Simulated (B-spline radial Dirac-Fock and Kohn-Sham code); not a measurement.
## Mn⁶⁺: photoemission with 387 eV photons

System: Mn⁶⁺ in the configuration [Ar] 3d1.

The run's input, task.json:

```json
{"items": [{
  "Z": 25,
  "q": 6,
  "cfg": [[1, 0, 2], [2, 0, 2], [2, 1, 6], [3, 0, 2], [3, 1, 6], [3, 2, 1]],
  "A": 55,
  "rrms": 3.7057,
  "do": ["binding", "quiet", "photo"],
  "hv": [28.4, 33.6, 34.4, 52.0, 176.0, 387.0, 404.0, 444.0, 449.0, 1160.0, 2260.0, 5590.0, 13300.0, 25700.0, 30000.0, 33200.0, 46800.0, 63500.0, 68100.0, 74700.0, 78300.0, 84900.0, 97600.0, 108000.0]
}]}
```

Command: `python xray_run.py task.json out`

These are calculated numbers from a radial finite-basis atomic code; the model is independent-particle photoionisation in a Dirac-Hartree-Slater potential with a Latter tail, all multipoles, thresholds from Dirac-Fock ΔSCF. The asymmetry parameter β is from the dipole term alone. Kinetic energies are from the vacuum level. Open shells are spread statistically over j, without multiplet splitting.

The last column is dσ/dΩ = σ/(4π) · [1 − (β/2) P₂(cos θ)] at θ = 90° from the beam of unpolarised light.

| subshell | electrons | binding (eV) | kinetic (eV) | σ (kb) | β | dσ/dΩ (kb/sr) |
| --- | --- | --- | --- | --- | --- | --- |
| 3s | 2 | 209.2 | 177.8 | 122 | 2.00 | 14.5 |
| 3p1/2 | 2 | 170.0 | 217.0 | 155 | 1.61 | 17.3 |
| 3p3/2 | 4 | 168.5 | 218.5 | ? | ? | ? |
| 3d3/2 | 0.4 | 118.2 | 268.8 | 17.5 | 1.28 | 1.84 |
| 3d5/2 | 0.6 | 118.0 | 269.0 | 26.0 | 1.28 | 2.73 |

Question: What are σ and β for 3p3/2?

Answer: σ = 311 kb, the largest of all subshells and 49 % of the total, and β = 1.62, which gives dσ/dΩ = 34.7 kb/sr.

Run: 3.6 s of CPU time on 1 thread of Neoverse-N1 (shared host), peak memory 0.31 GiB.
